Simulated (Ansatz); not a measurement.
`F[CH](S)[AlH][SiH3]`, charge 0, multiplicity 1.

Give a relaxed structure at PBE0-D4/def2-TZVP (the Gaussian-basis code of Ansatz). (Estimate.)

Ansatz gave: 
Z-matrix (Å, degrees):
```
C
S 1 1.855
Al 1 1.974 2 83.3
F 1 1.366 2 111.8 3 127.7
H 1 1.095 2 102.7 3 -115.3
H 2 1.348 1 95.7 3 -72.0
Si 3 2.448 1 116.8 2 84.7
H 3 1.585 1 115.5 2 -96.8
H 7 1.491 3 112.0 1 95.7
H 7 1.494 3 110.5 1 -23.6
H 7 1.491 3 112.6 1 -143.2
```
This is one stationary point; other conformers may exist.
